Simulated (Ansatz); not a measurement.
Conformers of `N[SiH2]O[SiH2]N`, each relaxed with PBE0-D4/def2-TZVP in Ansatz. CBS adds the triple-zeta coupled-cluster correction to the MP2 limit.

Not all of them had a frequency check.

Conformer A:

Z-matrix (Å, degrees):
```
Si
O 1 1.638
N 1 1.706 2 116.0
H 1 1.484 2 108.4 3 119.4
H 1 1.481 2 105.7 3 -119.9
Si 2 1.638 1 141.6 3 -38.3
H 3 1.005 1 122.2 2 85.6
H 3 1.006 1 122.7 2 -73.7
N 6 1.706 2 116.0 1 -37.3
H 6 1.484 2 108.5 1 82.2
H 6 1.481 2 105.7 1 -157.2
H 9 1.006 6 122.8 2 -73.9
H 9 1.005 6 122.3 2 86.0
```

Conformer B:

```xyz
13

N     0.507    2.375   -1.299
Si   -0.086    0.789   -1.489
O    -0.099   -0.100   -0.117
Si   -0.360   -1.492    0.699
N     0.080   -1.443    2.344
H    -0.047    3.088   -0.854
H     1.492    2.552   -1.185
H     0.794    0.106   -2.470
H    -1.483    0.899   -1.977
H     0.451   -2.559    0.059
H    -1.813   -1.790    0.643
H    -0.484   -0.953    3.019
H     1.047   -1.471    2.625
```

Which is lowest in electronic energy at CCSD(T)/CBS (frozen core, def2 sets), and by how much? (An estimate is asked.)

Ansatz gave: A; B lies 1.7 kJ/mol higher. Gaps under about 2 kJ/mol don't settle the order.

Give the energies relative to A (kJ/mol) with r2SCAN-D4/def2-TZVPP, B3LYP-D4/def2-TZVPP, PBE/def2-TZVPP, B3LYP/def2-TZVPP, HF/def2-TZVPP, HF/CBS(def2), MP2/CBS(def2). (Best estimate.)

Computed: 
```
               level     B
r2SCAN-D4/def2-TZVPP   1.9
 B3LYP-D4/def2-TZVPP   2.3
      PBE/def2-TZVPP   0.3
    B3LYP/def2-TZVPP  -0.4
       HF/def2-TZVPP  -0.8
        HF/CBS(def2)  -1.0
       MP2/CBS(def2)   2.0
```

B3LYP here is the variant with VWN-RPA as its local correlation; programs differ in this.
